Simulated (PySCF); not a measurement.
B3LYP has the VWN-RPA correlation part, as in Gaussian. Delta-SCF ions had no search for a lower state. Excitations are Tamm–Dancoff values on a coarser integration grid. The basis has no diffuse functions, so Rydberg states are missing or too high.

Cartesian coordinates (Å):
```xyz
10

C      1.7309    -0.5125    -0.0897
Si     0.4899     0.5605    -0.5370
C     -1.2494     0.4481     0.1957
O     -1.4118    -0.6645     1.0719
H      2.7082    -0.4881    -0.5539
H      1.6100    -1.2440     0.6990
H      0.6574     1.5782    -1.5942
H     -1.4631     1.3405     0.7889
H     -1.9915     0.4387    -0.6149
H     -1.0806    -1.4568     0.6343
```
Charge 0, multiplicity 1.

Question: Estimate the S1 excitation (TDA), LUMO, dipole moment, vertical ionisation energy (Delta-SCF), brightest of the four lowest singlets (TDA), HOMO, S1–T1 gap (TDA) and T1 excitation (TDA) that B3LYP-D3(BJ)/def2-TZVP (PySCF 2.14.0) returns for this input.

Answer: 
S1 excitation (TDA): 5.46 eV
LUMO: -1.13 eV
dipole moment: 1.53 D
vertical ionisation energy (Delta-SCF): 8.55 eV
brightest of the four lowest singlets (TDA): 5.71 eV
HOMO: -6.27 eV
S1–T1 gap (TDA): 2.58 eV
T1 excitation (TDA): 2.88 eV
